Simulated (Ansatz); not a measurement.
Relaxation of Ge₃ with RKS PBE-D4/def2-TZVP.

```sh
$ ansatz run in.yaml --threads 2 --pin off --events-out ev --progress --plain --max-ram 4352MiB
```

```yaml
crystal:
  periodic: [false, false, false]
  atoms:
    - {symbol: Ge, position_ang: [-0.392320, 0.552900, 1.415050]}
    - {symbol: Ge, position_ang: [-0.686990, -0.123640, -1.405710]}
    - {symbol: Ge, position_ang: [1.079310, -0.429260, -0.009340]}
basis:
  gaussian: {orbitals: def2-TZVP}
hamiltonian: {xc: pbe, dispersion: d4}
scf: {lower_state_search: "off"}
output: {orbitals: {seedname: orbitals}}
relax: {f_tol: 0.02, max_steps: 100}
```

Run time 7.5 s (2 threads of Intel Xeon Platinum 8488C on a shared host).

Positions (Å) and forces (eV/Å) at steps 1, 2, 4 of 4:

```xyz
3
step=1 energy=-169528.6757 eV
Ge   -0.392    0.553    1.415   -0.315    0.322    0.702
Ge   -0.687   -0.124   -1.406   -0.451   -0.015   -0.687
Ge    1.079   -0.429   -0.009    0.766   -0.307   -0.015
3
step=2 energy=-169528.7263 eV
Ge   -0.367    0.576    1.534    0.024   -0.049   -0.140
Ge   -0.686   -0.157   -1.524    0.054    0.018    0.140
Ge    1.053   -0.419   -0.009   -0.077    0.031    0.000
3
step=4 energy=-169528.7303 eV
Ge   -0.378    0.571    1.500    0.002    0.000    0.003
Ge   -0.690   -0.146   -1.490    0.001   -0.001   -0.003
Ge    1.069   -0.425   -0.010   -0.002    0.001    0.000
```

The order of the spin states hangs on the level: the triplet lies 0.12 eV below the singlet at PBE0-D4/def2-TZVP, but 0.02 eV above it at PBE-D4/def2-TZVP. The structure comes from a short search, and lower isomers may exist.
